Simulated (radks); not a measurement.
Isoelectronic series with 31 electrons, each ion in its NIST ground configuration. Calculated with a radial shooting solver on a logarithmic mesh with Libxc functionals: Dirac Kohn-Sham, PBE, spin-unpolarised, spherical densities, point nucleus; open shells fill j = l - 1/2 first. Total energies (hartree) and orbital eigenvalues (eV) (* marks an orbital that is empty in some or all of the ions):

ion        configuration  E (hartree)     4p3/2*      4p1/2      4s1/2
Ga     [Ar] 3d10 4s2 4p1  -1944.02152    -2.5074    -2.6224    -8.8997
As2+   [Ar] 3d10 4s2 4p1  -2259.94283   -22.4904   -22.8908   -33.3880
Br4+   [Ar] 3d10 4s2 4p1  -2602.37207   -51.9570   -52.7755   -67.2381
Rb6+   [Ar] 3d10 4s2 4p1  -2971.35435   -89.4992   -90.8956  -109.2346
Nb10+  [Ar] 3d10 4s2 4p1  -3789.57826  -187.1271  -190.2833  -216.3045
Tc12+  [Ar] 3d10 4s2 4p1  -4239.22810  -246.8476  -251.2577  -281.1296
Rh14+  [Ar] 3d10 4s2 4p1  -4716.22739  -313.7190  -319.6867  -353.4322
Ag16+  [Ar] 3d10 4s2 4p1  -5220.85305  -387.6957  -395.5702  -433.2204
In18+  [Ar] 3d10 4s2 4p1  -5753.40784  -468.7514  -478.9314  -520.5241
Sb20+  [Ar] 3d10 4s2 4p1  -6314.22050  -556.8731  -569.8113  -615.3898
I22+   [Ar] 3d10 4s2 4p1  -6903.64653  -652.0570  -668.2648  -717.8775
Cs24+  [Ar] 3d10 4s2 4p1   -7522.0694  -754.3061  -774.3587  -828.0588
La26+  [Ar] 3d10 4s2 4p1   -8169.9019  -863.6292  -888.1708  -946.0162
Pr28+  [Ar] 3d10 4s2 4p1   -8847.5884  -980.0391  -1009.789  -1071.842
Pm30+  [Ar] 3d10 4s2 4p1   -9555.6065  -1103.553  -1139.311  -1205.640
Eu32+  [Ar] 3d10 4s2 4p1  -10294.4700  -1234.189  -1276.846  -1347.523
Tb34+  [Ar] 3d10 4s2 4p1  -11064.7315  -1371.972  -1422.510  -1497.614
Ho36+  [Ar] 3d10 4s2 4p1  -11866.9857  -1516.925  -1576.434  -1656.047
Tm38+  [Ar] 3d10 4s2 4p1  -12701.8731  -1669.076  -1738.757  -1822.970
